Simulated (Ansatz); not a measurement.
Ansatz (a first-principles code) input for C5H3Br, SMILES C(#C)C=C=CBr, PBE/def2-SVPD. Geometry optimised at TPSSh-D3(BJ)/def2-SVP. This is a generated structure with no PubChem entry under its InChIKey; it may be hypothetical.

Ansatz 0.2 input:
```yaml
crystal:
  periodic: [false, false, false]
  atoms:
    - {symbol: C, position_ang: [3.86265083, -0.86838731, 0.99393902]}
    - {symbol: C, position_ang: [2.97736629, -0.07056017, 0.74924321]}
    - {symbol: C, position_ang: [1.97049175, 0.89116795, 0.45051055]}
    - {symbol: C, position_ang: [0.67101267, 0.68106958, 0.59684356]}
    - {symbol: C, position_ang: [-0.61035633, 0.48321023, 0.72632077]}
    - {symbol: Br, position_ang: [-1.68542951, -0.21944296, -0.68649155]}
    - {symbol: H, position_ang: [4.63588932, -1.58048404, 1.21176483]}
    - {symbol: H, position_ang: [2.30754856, 1.86986121, 0.07959145]}
    - {symbol: H, position_ang: [-1.18039639, 0.69212460, 1.63470502]}
basis:
  gaussian:
    orbitals: def2-SVPD
hamiltonian:
  xc: {name: PBE}
```

Output:

```
WARN ansatz: RAYON_NUM_THREADS=1 ignored (pool sized by the plan → 1); use --threads N
Functional definition: PBE
integrals: 0.11 GiB planned
1476 factors; their error is unknown
mean field: 0.65 GiB planned
mean field evaluation 1: about -75236.4307 eV, gradient 6.1e1 eV
mean field evaluation 2: about -75209.4419 eV, gradient 1.1e2 eV
mean field evaluation 4: about -75245.6999 eV, gradient 2.5e1 eV
mean field evaluation 8: about -75247.2002 eV, gradient 4.6e-1 eV
mean field evaluation 16: about -75247.1253 eV, gradient 8.7e-4 eV
mean field -75247.12527207 eV, -2765.2808494150 hartree, gradient 6.3e-5 eV, S^2 0.000000; 0 other end points of the search recorded, 0 dependent functions left out
reference -75247.12532916 eV, -2765.2808515132 hartree; 34, 34 occupied and 131, 131 virtual orbitals, 1476 factors
Total energy: -75247.12532916 eV, -2765.2808515132 hartree
```

The calculation finished and met its thresholds.

Cost: roughly 4 core-seconds.
